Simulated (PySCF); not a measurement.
Ranking problems on computed properties.

All species are isolated and taken at one optimised geometry, non-relativistic unless stated; the electronic structure was computed with PySCF and density fitting.

The conformers computed, where there is a choice (atom-mapped SMILES and torsion angles):
- `[CH3:1][O:2]/[CH:3]=[C:4](/[O:5][CH:6]=[O:7])[C:8](=[O:9])[SiH3:10]`: C1–O2–C3–C4 -178°, C3–C4–O5–C6 -14°, C4–O5–C6–O7 2°, C3–C4–C8–O9 -1°
- `[CH3:1][O:2]/[CH:3]=[C:4](\[O:5][CH:6]=[O:7])[C:8](=[O:9])[SiH3:10]`: C1–O2–C3–C4 -174°, C3–C4–O5–C6 53°, C4–O5–C6–O7 2°, C3–C4–C8–O9 3°
- `[O:1]=[C:2]([OH:3])[CH2:4][SiH2:5][C@H:6]1[O:7][CH2:8][C:9]1=[O:10]`: O1–C2–C4–Si5 -94°, C2–C4–Si5–C6 -177°, C4–Si5–C6–O7 63°, H–O3–C2–O1 -1°
- `[CH2:1]=[C:2]([CH2:3][CH3:4])[Si:5]([CH3:6])([CH3:7])[CH3:8]`: C1–C2–C3–C4 -109°, C1–C2–Si5–C6 83°
- `[CH3:1][CH2:2][C@@H:3]1[CH2:4][C@@:5]1([SiH3:6])[CH2:7][CH3:8]`: C1–C2–C3–C4 160°, C4–C5–C7–C8 150°
- `[O:1]=[CH:2][CH2:3]/[C:4]([F:5])=[C:6]\[O:7][SiH3:8]`: O1–C2–C3–C4 112°, C2–C3–C4–F5 73°, C4–C6–O7–Si8 -75°

The conformers of `O=C[C@@H]1CC[SiH2]OC(=O)O1`, `O=CO/C=C/[C@H]1CO[SiH2]O1`, `FC(F)[C@@H]1C[Si@@H](F)CC1=S`, `O=CO[C@@H]1OCC(=O)C[SiH2]1` and `C=C[C@@H]1O[SiH2]O[C@H](C=O)O1` aren't listed.

Question: Rank by HOMO–LUMO gap, highest first (PBE0/pcSseg-1 at GFN2-xTB geometries).
A. `O=C(O)C[SiH2][C@H]1OCC1=O`
B. `CO/C=C(/OC=O)C(=O)[SiH3]`
C. `O1[C@H](CO[SiH2]1)/C=C/OC=O`
D. `O=C[C@@H]1CC[SiH2]OC(=O)O1`
E. `C=C(CC)[Si](C)(C)C`
F. `S=C1[C@H](C(F)F)C[Si@H](C1)F`
G. `CO/C=C(\OC=O)C(=O)[SiH3]`

Answer: E (7.34 eV), C (6.81 eV), D (6.69 eV), A (6.38 eV), G (5.14 eV), B (4.92 eV), F (4.19 eV).

Q: By how much do the two ends of that ranking differ?

A: By 3.15 eV, between `C=C(CC)[Si](C)(C)C` and `FC(F)[C@@H]1C[Si@@H](F)CC1=S`.

Question: Rank by HOMO energy, highest first (PBE0/pcSseg-1 at GFN2-xTB geometries).
A. `CO/C=C(\OC=O)C(=O)[SiH3]`
B. `CC[C@@H]1C[C@@]1([SiH3])CC`
C. `O=C(O)C[SiH2][C@H]1OCC1=O`
D. `O=C[C@@H]1CC[SiH2]OC(=O)O1`
E. `O=CO[C@@H]1OCC(=O)C[SiH2]1`
F. `[SiH3]C(=O)/C(=C\OC)OC=O`
G. `C=C[C@@H]1O[SiH2]O[C@H](C=O)O1`

Answer: F (-6.74 eV), A (-6.97 eV), E (-7.31 eV), G (-7.45 eV), C (-7.56 eV), B (-7.69 eV), D (-8.03 eV).

Q: By how much do the two ends of that ranking differ?

A: By 1.29 eV, between `CO/C=C(/OC=O)C(=O)[SiH3]` and `O=C[C@@H]1CC[SiH2]OC(=O)O1`.

Question: Rank by dipole moment, lowest first (PBE0/pcSseg-1 at GFN2-xTB geometries).
A. `C(=C/OC)(/C([SiH3])=O)OC=O`
B. `O(C)/C=C(\OC=O)C([SiH3])=O`
C. `C=C(CC)[Si](C)(C)C`
D. `O=C(O)C[SiH2][C@H]1OCC1=O`
E. `CC[C@@H]1C[C@@]1([SiH3])CC`

Answer: C (0.28 D), E (0.79 D), D (2.18 D), A (2.50 D), B (2.84 D).

Q: Give the two extremes of that set in atomic units.

A: `C=C(CC)[Si](C)(C)C`: 0.11 au; `CO/C=C(\OC=O)C(=O)[SiH3]`: 1.12 au.

Question: Rank by smallest rotational constant, lowest first (GFN2-xTB).
A. `CC[C@@H]1C[C@@]1([SiH3])CC`
B. `C(/OC)=C(\OC=O)C([SiH3])=O`
C. `O=CC/C(F)=[C]\O[SiH3]` [radical]
D. `[Si](C)(C)(C(CC)=C)C`
E. `O=C(O)C[SiH2][C@H]1OCC1=O`

Answer: E (0.480 GHz), B (0.540 GHz), C (0.721 GHz), D (1.055 GHz), A (1.167 GHz).
